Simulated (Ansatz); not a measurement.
Cartesian coordinates in Å:
```
F 0.408 -1.089 2.347
Ge -0.274 0.088 1.264
N 0.899 0.825 0.062
C 0.069 -0.193 -0.607
S -0.853 0.487 -1.986
H -1.193 1.001 2.058
H 1.898 0.672 0.019
H 0.541 -1.145 -0.847
H -1.496 -0.647 -2.311
```

Charge 0, multiplicity 1.

Task: List the ωB97M-V/def2-TZVPP orbital energies in eV (the Gaussian-basis code of Ansatz). (Best estimate.)

Result: The calculation gave: Occupied: -10867.62, -2426.93, -1363.38, -1211.13, -1211.11, -1211.08, -677.04, -394.73, -283.58, -220.88, -175.27, -164.01, -163.93, -163.78, -124.56, -124.53, -124.46, -37.78, -37.40, -37.31, -37.28, -37.25, -34.73, -28.06, -23.82, -19.91, -18.44, -16.82, -15.25, -14.70, -14.45, -13.94, -12.65, -12.10, -11.49, -9.88, -8.57. Lowest empty: 1.10, 2.05, 2.28, 2.60, 3.36, 3.53, 4.28, 5.50.
